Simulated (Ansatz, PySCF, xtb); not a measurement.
Energy difference 5 R1 + R2 → P1 + P2 + 2 P3 + 2 P4, each structure at its B3LYP-D3(BJ)/def2-TZVP stationary point, reached from a drawn start (curvature not checked).
P1: CH4 (SMILES C), charge 0, multiplicity 1.
R1: H2 (SMILES [H][H]), charge 0, multiplicity 1.
P2, H2O (SMILES O) (charge 0, multiplicity 1):
```xyz
3

O      0.000     0.000     0.390
H      0.000     0.765    -0.195
H      0.000    -0.765    -0.195
```
P3, HCl (SMILES Cl) (charge 0, multiplicity 1):
| atom | x (Å) | y (Å) | z (Å) |
|---|---|---|---|
| Cl | 0.0000 | 0.0000 | 0.6410 |
| H | 0.0000 | 0.0000 | -0.6410 |
P4, SiH4 (SMILES [SiH4]) (charge 0, multiplicity 1, Z-matrix in Å and degrees):
```
Si
H 1 1.4803
H 1 1.4803 2 109.47
H 1 1.4803 2 109.47 3 120.00
H 1 1.4803 2 109.47 3 -120.00
```
R2: CH6Cl2OSi2 (SMILES C[Si](Cl)(Cl)O[SiH3]), charge 0, multiplicity 1.

P less R. No zero-point or thermal terms. One arrangement of each flexible species, with no search for the lowest.

The values were computed with Ansatz (a program for electronic structure); PySCF for the D3/D4 terms; xtb for the GFN methods. Each number belongs to the level named beside it.

Question: One of these levels gives 275.1 kJ/mol for the reaction energy. Which?
A. PBE/def2-TZVPP
B. HF/cc-pV(D+d)Z
C. GFN2-xTB
D. BLYP-D3(BJ)/def2-TZVPP

Answer: A, PBE/def2-TZVPP. The others give 128.7 (GFN2-xTB), 187.1 (HF/cc-pV(D+d)Z), 313.2 (BLYP-D3(BJ)/def2-TZVPP)
